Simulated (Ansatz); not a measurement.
technetium atom (Tc), sextet (core potentials on Tc); Ansatz (a quantum-chemistry and plane-wave program) with CAM-B3LYP/def2-SV(P).

Ansatz was given this input:
Ansatz 0.2 input:
```yaml
crystal:
  periodic: [false, false, false]
  atoms:
    - {symbol: Tc, position_ang: [0.00000000, 0.00000000, 0.00000000]}
basis:
  gaussian:
    orbitals: def2-SV_P_.json
    point_charges:
      - {charge: 1.0, position_ang: [-2.7149, -1.2219, 0.3692]}
hamiltonian:
  xc: cam_b3lyp
magnetization: {spin_polarized: true, initial_magnetization: 5}
```
The basis file holds def2-SV(P) in the JSON format of the Basis Set Exchange.

What the program printed (banner, timings and long lists left out):

```
Functional definition: CAM-B3LYP
129 factors; integrals over basis functions are off by at most 2.3e-4 eV
73 factors; integrals over basis functions are off by at most 8.2e-5 eV
mean field evaluation 1: about -2195.1816 eV, gradient 7.5e0 eV
mean field evaluation 2: about -2195.4330 eV, gradient 4.5e0 eV
mean field evaluation 4: about -2195.5397 eV, gradient 5.8e-1 eV
mean field evaluation 8: about -2195.5477 eV, gradient 8.2e-2 eV
mean field evaluation 16: about -2195.5487 eV, gradient 4.8e-4 eV
mean field -2195.54873086 eV, -80.6849276628 hartree, gradient 2.8e-5 eV, S^2 8.780980; 2 other end points of the search recorded, 0 dependent functions left out
reference -2195.54881092 eV, -80.6849306050 hartree; 10, 5 occupied and 14, 19 virtual orbitals, 129 factors
Total energy: -2195.54881092 eV, -80.6849306050 hartree
```
